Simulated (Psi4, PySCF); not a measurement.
Here is a job for PySCF.
```python
from pyscf import gto, scf, mp

mol = gto.M(
    atom='''
C     2.54950472    0.54334797   -0.24605806
O     1.38345909   -0.09997987    0.19559518
C     0.23988357    0.24045846   -0.55972664
C    -0.95499430   -0.50342354    0.04806535
C    -2.24478646   -0.19004403   -0.69843881
O    -1.11983341   -0.13106068    1.39642165
H     2.45241018    1.63403526   -0.17660422
H     3.35582024    0.20771282    0.40294336
H     2.78045923    0.27681584   -1.28466438
H     0.06530137    1.32623464   -0.51216537
H     0.37389487   -0.04723821   -1.61269568
H    -0.74305430   -1.58420892   -0.01046806
H    -2.44188471    0.87797047   -0.66031259
H    -2.17127461   -0.50778994   -1.73444189
H    -3.06987896   -0.70923108   -0.22025609
H    -0.24844409   -0.16800953    1.80947925
''',
    basis='6-31g*',
    verbose=4,
)

mf = scf.RHF(mol)
mf.kernel()

pt = mp.MP2(mf, frozen=6)
pt.kernel()
print('E(MP2) = %.10f' % pt.e_tot)
```

### Question
Give the equivalent Psi4 input.

### Answer
This is not unique; one that fits is 
```
memory 2 GB

molecule mol {
0 1
  C     2.549505    0.543348   -0.246058
  O     1.383459   -0.099980    0.195595
  C     0.239884    0.240458   -0.559727
  C    -0.954994   -0.503424    0.048065
  C    -2.244786   -0.190044   -0.698439
  O    -1.119833   -0.131061    1.396422
  H     2.452410    1.634035   -0.176604
  H     3.355820    0.207713    0.402943
  H     2.780459    0.276816   -1.284664
  H     0.065301    1.326235   -0.512165
  H     0.373895   -0.047238   -1.612696
  H    -0.743054   -1.584209   -0.010468
  H    -2.441885    0.877970   -0.660313
  H    -2.171275   -0.507790   -1.734442
  H    -3.069879   -0.709231   -0.220256
  H    -0.248444   -0.168010    1.809479
}

set basis 6-31g*
set reference rhf
set freeze_core true
set mp2_type conv
set scf_type pk
set puream true
set d_convergence 1e-8

energy('mp2')
print_variables()
```

Both were run: PySCF gave -307.861105 Eh and Psi4 -307.861105 Eh, 0.000 mEh apart.
